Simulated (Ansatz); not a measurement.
Ansatz (an electronic-structure program) input (CCSD(T)/cc-pVQZ):

Ansatz 0.2 input:
```yaml
crystal:
  periodic: [false, false, false]
  atoms:
    - {symbol: F, position_ang: [-0.00000000, -0.00000000, -1.22923556]}
    - {symbol: B, position_ang: [0.00000000, 0.00000000, 0.00000000]}
    - {symbol: F, position_ang: [0.00000000, 0.00000000, 1.22923556]}
basis:
  gaussian:
    orbitals: cc-pVQZ
total_charge: 1
magnetization: {spin_polarized: false}
correlation: {method: ccsd_t, electrons: outside_noble_gas}
```

Output:

```
Functional definition: HF
integrals: 0.46 GiB planned
1025 factors; integrals over basis functions are off by at most 1.1e-3 eV
mean field: 0.42 GiB planned
mean field evaluation 1: about -6074.3251 eV, gradient 6.3e1 eV
mean field evaluation 2: about -6074.3258 eV, gradient 6.3e1 eV
mean field evaluation 4: about -6079.5421 eV, gradient 1.5e0 eV
mean field evaluation 8: about -6079.5507 eV, gradient 8.7e-4 eV
mean field evaluation 16: about -6079.5506 eV, gradient 9.5e-2 eV
mean field -6079.55068558 eV, -223.4193668275 hartree, gradient 3.9e-6 eV, S^2 0.000000; 0 other end points of the search recorded, 0 dependent functions left out
3 core orbitals not correlated
reference -6079.55068558 eV, -223.4193668275 hartree; 8, 8 occupied and 154, 154 virtual orbitals, 1025 factors
second order -16.83357373 eV of doubles, -0.00000000 eV of singles
coupled cluster: 0.81 GiB planned
cycle   1  -16.30670120 eV  change    5.3e-1 eV  update   8.7e-2
cycle   2  -16.63973695 eV  change   -3.3e-1 eV  update   2.7e-2
cycle   3  -16.71968882 eV  change   -8.0e-2 eV  update   1.2e-2
cycle   4  -16.70087887 eV  change    1.9e-2 eV  update   2.4e-3
cycle   5  -16.69892293 eV  change    2.0e-3 eV  update   7.2e-4
cycle   6  -16.69920620 eV  change   -2.8e-4 eV  update   1.7e-4
cycle   7  -16.69904843 eV  change    1.6e-4 eV  update   5.0e-5
cycle   8  -16.69904221 eV  change    6.2e-6 eV  update   1.3e-5
perturbative correction -0.55760253 eV, -0.0204915148 hartree
Total energy: -6096.80733031 eV, -224.0535368246 hartree
```
